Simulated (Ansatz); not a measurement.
Input file for Ansatz (a program for electronic structure): R-B3LYP-D3(BJ)/def2-TZVP on B2H8N4 (SMILES [NH3+]/[BH-]=N/N=[BH-]/[NH3+]).

Ansatz 0.2 input:
```yaml
crystal:
  periodic: [false, false, false]
  atoms:
    - {symbol: N, position_ang: [0.62000000, -0.00000000, 0.00000000]}
    - {symbol: B, position_ang: [1.33500000, 1.23800000, 0.00000000]}
    - {symbol: H, position_ang: [0.73500000, 2.27720000, 0.00000000]}
    - {symbol: N, position_ang: [2.93500000, 1.23800000, 0.00000000]}
    - {symbol: H, position_ang: [3.30220000, 0.44010000, 0.51860000]}
    - {symbol: H, position_ang: [3.30220000, 1.18780000, -0.95030000]}
    - {symbol: H, position_ang: [3.30220000, 2.08610000, 0.43170000]}
    - {symbol: N, position_ang: [-0.62000000, -0.00000000, 0.00000000]}
    - {symbol: B, position_ang: [-1.33500000, -1.23800000, 0.00000000]}
    - {symbol: H, position_ang: [-0.73500000, -2.27720000, 0.00000000]}
    - {symbol: N, position_ang: [-2.93500000, -1.23800000, 0.00000000]}
    - {symbol: H, position_ang: [-3.30220000, -0.44010000, -0.51860000]}
    - {symbol: H, position_ang: [-3.30220000, -2.08610000, -0.43170000]}
    - {symbol: H, position_ang: [-3.30220000, -1.18780000, 0.95030000]}
basis:
  gaussian:
    orbitals: def2-TZVP
hamiltonian:
  xc: b3lyp
  dispersion: d3bj
relax: {f_tol: 0.004, max_steps: 120}
scf: {lower_state_search: off}
```

Program output:

```
WARN ansatz: RAYON_NUM_THREADS=4 ignored (pool sized by the plan → 4); use --threads N
Functional definition: B3LYP
these checks for a lower state are left out or cut short: stability, starts, cluster_reference, orbital_swaps, neighbouring_geometries, increment
integrals: 0.14 GiB planned
1310 factors; their error is unknown
mean field: 1.34 GiB planned
mean field evaluation 1: about -7421.2683 eV, gradient 1.0e2 eV
mean field evaluation 2: about -7219.6773 eV, gradient 2.3e2 eV
mean field evaluation 4: about -7443.6545 eV, gradient 1.9e1 eV
mean field evaluation 8: about -7444.3772 eV, gradient 8.6e-2 eV
mean field evaluation 16: about -7444.3656 eV, gradient 1.5e-4 eV
mean field -7444.36559610 eV, -273.5753896843 hartree, gradient 5.0e-6 eV, S^2 0.000000; 0 other end points of the search recorded, 0 dependent functions left out
the calculation of the forces begins
reference -7444.36591702 eV, -273.5754014782 hartree; 23, 23 occupied and 211, 211 virtual orbitals, 1310 factors
relax step   1: F+E_penalty+E_count = -7444.77494113 eV  Δ(F+E_penalty+E_count) = +0.000e0 eV  max|allowed force component| = 8.685e0 eV/Å  Δτ_max = 0.0000 Å  (21 SCF iters, accepted)
these checks for a lower state are left out or cut short: stability, starts, cluster_reference, orbital_swaps, neighbouring_geometries, increment
integrals: 0.14 GiB planned
1310 factors; their error is unknown
mean field: 1.34 GiB planned
mean field evaluation 32: about -7445.3261 eV, gradient 1.1e-6 eV
mean field -7445.32609388 eV, -273.6106873268 hartree, gradient 1.1e-6 eV, S^2 0.000000; 0 other end points of the search recorded, 0 dependent functions left out
the calculation of the forces begins
reference -7445.32641883 eV, -273.6106992687 hartree; 23, 23 occupied and 211, 211 virtual orbitals, 1310 factors
relax step   2: F+E_penalty+E_count = -7445.74241185 eV  Δ(F+E_penalty+E_count) = -9.675e-1 eV  max|allowed force component| = 3.573e0 eV/Å  Δτ_max = 0.1947 Å  (28 SCF iters, accepted)
these checks for a lower state are left out or cut short: stability, starts, cluster_reference, orbital_swaps, neighbouring_geometries, increment
integrals: 0.14 GiB planned
1310 factors; their error is unknown
mean field: 1.34 GiB planned
mean field -7445.64281222 eV, -273.6223265113 hartree, gradient 2.9e-6 eV, S^2 0.000000; 0 other end points of the search recorded, 0 dependent functions left out
the calculation of the forces begins
reference -7445.64313249 eV, -273.6223382810 hartree; 23, 23 occupied and 211, 211 virtual orbitals, 1310 factors
relax step   3: F+E_penalty+E_count = -7446.06193054 eV  Δ(F+E_penalty+E_count) = -3.195e-1 eV  max|allowed force component| = 8.228e-1 eV/Å  Δτ_max = 0.1936 Å  (27 SCF iters, accepted)
these checks for a lower state are left out or cut short: stability, starts, cluster_reference, orbital_swaps, neighbouring_geometries, increment
integrals: 0.15 GiB planned
1310 factors; their error is unknown
mean field: 1.34 GiB planned
mean field -7445.69994249 eV, -273.6244260100 hartree, gradient 1.6e-6 eV, S^2 0.000000; 0 other end points of the search recorded, 0 dependent functions left out
the calculation of the forces begins
reference -7445.70026150 eV, -273.6244377332 hartree; 23, 23 occupied and 211, 211 virtual orbitals, 1310 factors
relax step   4: F+E_penalty+E_count = -7446.11760963 eV  Δ(F+E_penalty+E_count) = -5.568e-2 eV  max|allowed force component| = 2.887e-1 eV/Å  Δτ_max = 0.0792 Å  (21 SCF iters, accepted)
these checks for a lower state are left out or cut short: stability, starts, cluster_reference, orbital_swaps, neighbouring_geometries, increment
integrals: 0.15 GiB planned
1310 factors; their error is unknown
mean field: 1.34 GiB planned
mean field -7445.72832830 eV, -273.6254691691 hartree, gradient 1.6e-6 eV, S^2 0.000000; 0 other end points of the search recorded, 0 dependent functions left out
the calculation of the forces begins
reference -7445.72864669 eV, -273.6254808698 hartree; 23, 23 occupied and 211, 211 virtual orbitals, 1310 factors
relax step   5: F+E_penalty+E_count = -7446.14743516 eV  Δ(F+E_penalty+E_count) = -2.983e-2 eV  max|allowed force component| = 3.049e-1 eV/Å  Δτ_max = 0.1400 Å  (21 SCF iters, accepted)
these checks for a lower state are left out or cut short: stability, starts, cluster_reference, orbital_swaps, neighbouring_geometries, increment
integrals: 0.15 GiB planned
1310 factors; their error is unknown
mean field: 1.35 GiB planned
mean field evaluation 64: about -7445.7409 eV, gradient 1.2e-6 eV
mean field -7445.74087885 eV, -273.6259303932 hartree, gradient 1.4e-6 eV, S^2 0.000000; 0 other end points of the search recorded, 0 dependent functions left out
the calculation of the forces begins
reference -7445.74119641 eV, -273.6259420635 hartree; 23, 23 occupied and 211, 211 virtual orbitals, 1310 factors
relax step   6: F+E_penalty+E_count = -7446.16118180 eV  Δ(F+E_penalty+E_count) = -1.375e-2 eV  max|allowed force component| = 1.382e-1 eV/Å  Δτ_max = 0.0617 Å  (21 SCF iters, accepted)
these checks for a lower state are left out or cut short: stability, starts, cluster_reference, orbital_swaps, neighbouring_geometries, increment
integrals: 0.15 GiB planned
1310 factors; their error is unknown
mean field: 1.35 GiB planned
mean field -7445.74170046 eV, -273.6259605870 hartree, gradient 8.9e-7 eV, S^2 0.000000; 0 other end points of the search recorded, 0 dependent functions left out
the calculation of the forces begins
reference -7445.74201762 eV, -273.6259722422 hartree; 23, 23 occupied and 211, 211 virtual orbitals, 1310 factors
relax step   7: F+E_penalty+E_count = -7446.16170051 eV  Δ(F+E_penalty+E_count) = -5.187e-4 eV  max|allowed force component| = 9.499e-2 eV/Å  Δτ_max = 0.0321 Å  (22 SCF iters, accepted)
these checks for a lower state are left out or cut short: stability, starts, cluster_reference, orbital_swaps, neighbouring_geometries, increment
integrals: 0.15 GiB planned
1310 factors; their error is unknown
mean field: 1.35 GiB planned
mean field -7445.74419564 eV, -273.6260522830 hartree, gradient 3.1e-6 eV, S^2 0.000000; 0 other end points of the search recorded, 0 dependent functions left out
the calculation of the forces begins
reference -7445.74451303 eV, -273.6260639470 hartree; 23, 23 occupied and 211, 211 virtual orbitals, 1310 factors
relax step   8: F+E_penalty+E_count = -7446.16409554 eV  Δ(F+E_penalty+E_count) = -2.395e-3 eV  max|allowed force component| = 8.211e-3 eV/Å  Δτ_max = 0.0183 Å  (22 SCF iters, accepted)
these checks for a lower state are left out or cut short: stability, starts, cluster_reference, orbital_swaps, neighbouring_geometries, increment
integrals: 0.15 GiB planned
1310 factors; their error is unknown
mean field: 1.35 GiB planned
mean field -7445.74412613 eV, -273.6260497287 hartree, gradient 3.0e-6 eV, S^2 0.000000; 0 other end points of the search recorded, 0 dependent functions left out
the calculation of the forces begins
reference -7445.74444347 eV, -273.6260613907 hartree; 23, 23 occupied and 211, 211 virtual orbitals, 1310 factors
relax step   9: F+E_penalty+E_count = -7446.16411036 eV  Δ(F+E_penalty+E_count) = -1.482e-5 eV  max|allowed force component| = 8.017e-3 eV/Å  Δτ_max = 0.0021 Å  (22 SCF iters, accepted)
these checks for a lower state are left out or cut short: stability, starts, cluster_reference, orbital_swaps, neighbouring_geometries, increment
integrals: 0.15 GiB planned
1310 factors; their error is unknown
mean field: 1.35 GiB planned
mean field evaluation 96: about -7445.7441 eV, gradient 2.9e-6 eV
mean field -7445.74414607 eV, -273.6260504615 hartree, gradient 3.1e-6 eV, S^2 0.000000; 0 other end points of the search recorded, 0 dependent functions left out
the calculation of the forces begins
reference -7445.74446342 eV, -273.6260621240 hartree; 23, 23 occupied and 211, 211 virtual orbitals, 1310 factors
relax step  10: F+E_penalty+E_count = -7446.16411013 eV  Δ(F+E_penalty+E_count) = +2.287e-7 eV  max|allowed force component| = 4.675e-3 eV/Å  Δτ_max = 0.0009 Å  (22 SCF iters, rejected (line search))
these checks for a lower state are left out or cut short: stability, starts, cluster_reference, orbital_swaps, neighbouring_geometries, increment
integrals: 0.15 GiB planned
1310 factors; their error is unknown
mean field: 1.35 GiB planned
mean field -7445.74413271 eV, -273.6260499705 hartree, gradient 3.1e-6 eV, S^2 0.000000; 0 other end points of the search recorded, 0 dependent functions left out
the calculation of the forces begins
reference -7445.74445005 eV, -273.6260616326 hartree; 23, 23 occupied and 211, 211 virtual orbitals, 1310 factors
relax step  11: F+E_penalty+E_count = -7446.16411252 eV  Δ(F+E_penalty+E_count) = -2.155e-6 eV  max|allowed force component| = 1.009e-3 eV/Å  Δτ_max = 0.0004 Å  (22 SCF iters, accepted)
Total energy: -7446.16442986 eV, -273.6414956059 hartree
Atom 0 at     0.680115     0.121320     0.026689 Å, force     0.000158    -0.001009     0.000292 eV/Å
Atom 1 at     1.182450     1.349998    -0.157252 Å, force     0.000726     0.000865    -0.000124 eV/Å
Atom 2 at     0.788468     2.455204    -0.382870 Å, force    -0.000151     0.000189    -0.000066 eV/Å
Atom 3 at     2.789932     1.226099    -0.020801 Å, force     0.000144    -0.000273    -0.000036 eV/Å
Atom 4 at     2.856739     0.217675     0.164472 Å, force    -0.000003     0.000248     0.000002 eV/Å
Atom 5 at     3.308120     1.461177    -0.864736 Å, force    -0.000013     0.000147     0.000100 eV/Å
Atom 6 at     3.193214     1.750769     0.752561 Å, force    -0.000018    -0.000051    -0.000092 eV/Å
Atom 7 at    -0.680115    -0.121320    -0.026689 Å, force    -0.000158     0.001009    -0.000292 eV/Å
Atom 8 at    -1.182450    -1.349998     0.157252 Å, force    -0.000726    -0.000865     0.000124 eV/Å
Atom 9 at    -0.788468    -2.455204     0.382870 Å, force     0.000151    -0.000189     0.000066 eV/Å
Atom 10 at    -2.789932    -1.226099     0.020801 Å, force    -0.000144     0.000273     0.000036 eV/Å
Atom 11 at    -2.856739    -0.217675    -0.164472 Å, force     0.000003    -0.000248    -0.000002 eV/Å
Atom 12 at    -3.193214    -1.750769    -0.752561 Å, force     0.000018     0.000051     0.000092 eV/Å
Atom 13 at    -3.308120    -1.461177     0.864736 Å, force     0.000013    -0.000147    -0.000100 eV/Å
Dipole moment:     0.000000     0.000000    -0.000000 e Å
Checks for a lower state left out: stability, starts, cluster_reference, orbital_swaps, neighbouring_geometries, increment
```

The run converged.

Cost: about 120 core-seconds (a rough figure).
